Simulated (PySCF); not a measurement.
Coordinates in bohr (charge 0 multiplicity 1):
```
Pb    0.0000    0.0000    0.0000
F     3.8083    0.0000    0.0000
F     0.0000    3.8083    0.0000
F    -3.8083    0.0000    0.0000
F     0.0000   -3.8083    0.0000
```

Method: PBE0/[Pb def2-SVP with ECP60, F def2-SVP], scalar-relativistic core potentials, density fitting, no spin–orbit coupling, PySCF.

This geometry of PbF4 is a stationary point at this level.

(1) What is the point group?

(2) Is it a minimum?

(3) Which band is strongest in the infrared?

(4) What are the dipole moment and the gap between the highest occupied and lowest empty levels?

Results:

(1) D4h.

(2) No: it has 1 imaginary mode, at 111i cm⁻¹ (b2u).

(3) 605 cm⁻¹ (eu), 113 km/mol.

(4) 0.00 D and 5.38 eV.

This need not be the most stable arrangement of these atoms. At this level a singlet minimum of Td symmetry lies 81 kJ/mol below this structure. No spin–orbit coupling is included, which matters more the heavier the element.
